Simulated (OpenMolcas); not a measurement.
# Rh⁺: effect of the IPEA shift

```
Program             : OpenMolcas 26.06
Basis               : ANO-RCC-VTZP [7s6p4d2f1g]
Scalar Hamiltonian  : DKH2, point nucleus
Active space        : 8 electrons in 9 orbitals (RAS2 4d 5s; RAS3 5p, at most 2 electrons)
State averaging     : 2S+1 = 3 even, 55 roots; 2S+1 = 5 even, 10 roots kept (CI in the orbitals of an earlier block); 2S+1 = 1 even, 50 roots kept (CI in the orbitals of an earlier block); 2S+1 = 3 odd, 21 roots; 2S+1 = 5 odd, 22 roots kept (CI in the orbitals of an earlier block); 2S+1 = 1 odd, 9 roots kept (CI in the orbitals of an earlier block, 0 in the spin-orbit step)
Spin-orbit coupling : state interaction with AMFI integrals over the reference wave functions, term energies averaged over their components
```

Methods on the same reference wave functions:
A. RASSCF
B. MS-RASPT2, IPEA 0 Eh, imaginary shift 0.1 Eh (closed shells correlated: 4s 4p)
C. MS-RASPT2, IPEA 0.25 Eh, imaginary shift 0.1 Eh (closed shells correlated: 4s 4p)

Energies in cm⁻¹ above 4d⁸ ³F₄, the measured ground level; measured values from NIST Handbook of Basic Atomic Spectroscopic Data.

| Level | A | B | C | Measured |
| --- | --- | --- | --- | --- |
| 4d⁸ ³F₄ | 0.0 | 0.0 | 0.0 | 0.0 |
| 4d⁸ ³F₃ | 2488 | 2530 | 2520 | 2401 |
| 4d⁸ ³F₂ | 3870 | 3590 | 3620 | 3581 |
| 4d⁷ 5s ⁵F₅ | 6420 | 13530 | 14370 | 16885 |
| 4d⁷ 5s ⁵F₄ | 7986 | 15100 | 15930 | 18540 |
| 4d⁷ 5s ⁵F₃ | 9192 | 16310 | 17140 | 19792 |
| 4d⁷ 5s ⁵F₂ | 10035 | 17140 | 17970 | 20647 |
| 4d⁷ 5s ⁵F₁ | 10569 | 17650 | 18490 | 21180 |
| 4d⁸ ³P₂ [51 %] | 10870 | 6810 | 7310 |  |
| 4d⁸ ³P₁ | 13670 | 8880 | 9530 | 10515 |
| 4d⁸ ³P₀ | 14045 | 9140 | 9800 | 10761 |
| 4d⁷ 5s ³F₄(1) | 15920 | 21560 | 22630 |  |
| 4d⁷ 5s ³F₃(1) | 18106 | 23630 | 24700 |  |
| 4d⁸ ¹G₄ | 18436 | 13640 | 14050 | 14855 |
| 4d⁷ 5s ⁵P₃ | 20870 | 24320 | 25630 |  |
| 4d⁷ 5s ⁵P₁ | 22208 | 25500 | 26850 |  |
| 4d⁷ 5s ³G₅ | 23622 | 27980 | 29760 |  |
| 4d⁷ 5s ³G₄ | 24499 | 28790 | 30570 |  |
| 4d⁷ 5s ³G₃ | 25556 | 29900 | 31700 |  |
| 4d⁷ 5s ³P₂(1) [62 %] | 28358 | 30420 | 32300 |  |
| 4d⁷ 5s ³H₆ | 28581 | 32580 | 34220 |  |
| 4d⁷ 5s ³H₅ | 29479 | 33450 | 35100 |  |
| 4d⁷ 5s ³D₃ | 30011 | 33270 | 35110 |  |
| 4d⁷ 5s ³P₀(2) | 30214 | 31660 | 33880 |  |

Deviations, from unrounded energies. A percentage is the sum of absolute deviations over the sum of measured energies, with the sign that they share, or ± where signs differ.

| Against measurement | Levels | A | B | C |
| --- | --- | --- | --- | --- |
| mean absolute deviation (cm-1) | 10 | 6300 | 2200 | 1600 |
| fine structure of the ground term (%) | 2 | +6.3 | +2.3 | +2.7 |
| other terms of the ground configuration (%) | 3 | +27.7 | -12.4 | -7.6 |
| other configurations (%) | 5 | -54.5 | -17.8 | -13.5 |

C lies closest to measurement on these levels and A furthest from it. The largest miss of C in the table is 4d⁷ 5s ⁵F₁, by -2700 cm-1. The ranking rests on the paired levels alone, and a cruder setting can come out closer through cancelling errors.

Between B and C the level of the table that moves most is 4d⁷ 5s ³P₀(2), by 2200 cm-1 (lowest in B, highest in C). Moves below CASPT2's spread within the term are not significant.

The mean deviations of B to C differ by less than CASPT2's widest spread within a term (1700 cm-1), so their order carries little weight.

From A to B the spin-free energies of the other terms of 4d⁸ shown, above ³F, scale by factors of 0.56 to 0.71.

The lowest spin-free term lies below A's lowest term by 0.556 hartree in B, 0.547 hartree in C.

CASPT2 breaks the degeneracy within a term, and the mean is taken; among the terms shown or strongly mixed into the levels shown the widest spread is 1700 cm-1 (4d⁸ ³F, B). Some high roots are left out of the spin-orbit mixing, which shifts the levels that they would mix with. Terms from blocks run as CI alone lack orbitals of their own. A single d shell beside an s shell can misplace configurations of different d count against each other. The CASPT2 spread within a term exceeds the gap to the next term for 4d⁷ 5s ³H and 4d⁷ 5s ³D, so the order of their levels is uncertain (figures for B; the like holds for C). Without dynamic correlation excited terms often stand tens of per cent too high (terms of higher spin than the ground term too low), and those without a measured partner can miss by more than the paired ones (holds for A). Some levels mix across a computed gap that differs much from the measured one, so their mixing is not that of the real levels (holds for B). Some terms miss by over 15 % even with CASPT2, which points to a basis or an active space too small for the shells correlated (holds for B). Computed and measured levels are paired by configuration, term and J; levels that our copy of the source lacks, or whose pairing is in doubt (as where it misses far off the trend of its configuration), stay unpaired and out of the deviations. Levels of configurations outside the active space are missing. Levels that lie high or do not pair safely by name in every column are left out.

A share in square brackets marks a mixed level and gives the weight of the term that names it, the lowest over the columns. A number in round brackets counts repeated terms of one configuration in the order of the reference energies.
